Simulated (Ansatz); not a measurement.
Computed with Ansatz on PBE0-D4/def2-TZVP structures; ΔE is electronic, products minus reactants. CCSD(T)/CBS adds triple-zeta CCSD(T) − MP2 to the extrapolated MP2 energy (def2 sets, frozen cores). DFT in def2-TZVPP. Each species was taken in one conformer, which may not be the lowest.

Consider the isomerisation: `O[SiH2]C(F)F` → `C[Si](O)(F)F`.

```json
{"species": "`O[SiH2]C(F)F`", "r2SCAN energy (Eh)": "-604.92982"}
{"species": "`C[Si](O)(F)F`", "r2SCAN energy (Eh)": "-605.12046"}
```

Work out ΔE.

ΔE = (-605.12046) − (-604.92982) = -0.19064 Eh = -500.5 kJ/mol. CCSD(T)/CBS gives -511.9 kJ/mol.

Largest T1 diagnostic among the species: 0.012.

From PBE to PBE0 (25 % exact exchange), in def2-TZVPP and without D4, ΔE moves by −17.6 kJ/mol.
